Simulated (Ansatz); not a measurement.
Species: CH₇ClNSi₂ (charge 0, doublet). It need not be the lowest isomer of its formula. 
Structure (B3LYP-D3(BJ)/def2-TZVP (Ansatz, a program for electronic structure) minimum search):
```xyz
12

Si     0.7690     0.3602    -0.4685
C      1.7277    -1.1730    -0.1812
Cl     0.8290     1.4432     1.3120
N     -0.8308    -0.0041    -0.9667
Si    -1.9229    -1.1815    -0.3054
H      1.3566     1.2524    -1.4892
H      1.5975    -2.0565    -0.7961
H      2.4847    -1.2505     0.5895
H     -1.2440     0.6835    -1.5835
H     -1.1277    -2.0595     0.5787
H     -2.5403    -1.9843    -1.3880
H     -3.0172    -0.5549     0.4739
```
Charge 0, spin multiplicity 2.

Parts of the frozen-core correlation energy in cc-pV(Q+d)Z (Ansatz, hartree). Frozen orbitals: 17; correlated occupied orbitals by spin: 16 and 15; virtual: 479 and 480. Open shells are spin-unrestricted. No spin-orbit coupling. Non-relativistic.

```
term                             value
-------------------------  -----------
reference (HF)             -1133.94942
MP2 opposite-spin             -0.66827
MP2 same-spin                 -0.18060
CCSD correlation              -0.90796
(T)                           -0.03741
T1 diagnostic                    0.011
largest doubles amplitude        0.014
<S^2> of the reference           0.761
```
